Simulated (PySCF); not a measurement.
# Continuum solvent and chemical shifts

Atoms are numbered as in `[H]/[N:1]=[CH:2]\[SiH2:3][N:4]([SiH3:5])[SiH3:6]`. Hydrogens are named by the atom that carries them.

GIAO PBE0/pcSseg-1 in PySCF 2.14.0 with density-fitted response routines on one PBE0-D3(BJ)/def2-SVP conformer, non-relativistic, equivalent nuclei averaged. Solvents enter as an IEF-PCM continuum (chloroform with ε = 4.7, acetone with ε = 20.5) around the gas-phase geometry. Shifts are referred to TMS computed in the same medium.

Gas phase, δ in ppm: C2 191.9, Si3 -39.9, Si5/Si6 -42.2, H(N1) 13.05, H(C2) 9.06, H(Si5)/H(Si6) 4.71, H(Si3) 4.69. Dipole moment 1.98 D.

Question: How does each δ change in the continuum?

Answer: 
| atoms | environment | Δδ, chloroform | Δδ, acetone |
| --- | --- | --- | --- |
| C2 | C=N carbon | +5.6 | +7.5 |
| Si3 | silicon bonded to C, N, 2 H | +1.3 | +1.7 |
| Si5/Si6 | silicon bonded to N, 3 H | +0.1 | 0.0 |
| H(N1) | hydrogen on an imine nitrogen | -0.44 | -0.57 |
| H(C2) | hydrogen on a C=N carbon | +0.07 | +0.10 |
| H(Si5)/H(Si6) | hydrogen on a silicon bonded to N | -0.03 | -0.04 |
| H(Si3) | hydrogen on a silicon bonded to C, N | +0.04 | +0.05 |

Changes are relative to the gas phase. The dipole moment becomes 2.37 D in chloroform, 2.50 D in acetone.

Question: Which nuclei move most (in ppm), and what does the model miss?

Answer: C2 (C=N carbon, +7.5 ppm) in acetone. A continuum only polarises the solute; specific hydrogen bonds, the anisotropy of aromatic solvents and changes of geometry or conformer are outside it.
